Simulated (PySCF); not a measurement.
**A ladder for the ionisation energy of Ga²⁺**

Ga²⁺ [Ar] 3d10 4s1 (2S) → Ga³⁺ [Ar] 3d10 (1S). Scalar values calculated with PySCF 2.14 in x2c-TZVPPall with one added diffuse shell each of s, p, d type (spin-free X2C; valence: [Ar] 3d10 frozen; valence and next inner shell: [Ne] frozen). The spin-orbit shift comes from two-component X2C-1e calculations (generalised Hartree-Fock, GHF, and MP2 on its spinors, GMP2) in x2c-QZVPPall-2c: GMP2 gives 30.691 eV without and 30.691 eV with screened spin-orbit coupling, a shift of 0.000 eV (GHF: 0.000 eV). Sums use unrounded values; where a UHF row is shifted, it takes the GHF shift.

| method | scalar (eV) | plus spin-orbit shift (eV) | error (eV) |
| --- | --- | --- | --- |
| UHF | 29.629 | 29.630 | -1.096 |
| LDA | 31.869 | 31.869 | 1.143 |
| PBE | 31.548 | 31.548 | 0.822 |
| PBE0 | 31.161 | 31.162 | 0.436 |
| r2SCAN | 31.288 | 31.288 | 0.562 |
| r2SCAN0 | 31.044 | 31.045 | 0.319 |
| wB97X | 30.679 | 30.679 | -0.047 |
| PW91 | 31.634 | 31.634 | 0.908 |
| B97-3 | 31.002 | 31.003 | 0.277 |
| MP2 (valence and next inner shell) | 30.176 | 30.176 | -0.549 |
| SCS-MP2 (valence and next inner shell) | 30.074 | 30.074 | -0.652 |
| CCSD (valence and next inner shell) | 30.118 | 30.119 | -0.607 |
| CCSD(T) (valence and next inner shell) | 30.149 | 30.149 | -0.577 |

Reference: 30.726 eV (measured; NIST Atomic Spectra Database, ionization energies).

The errors of the correlated levels include the incompleteness of the basis and the frozen core, so a lower level can come closer by cancellation.
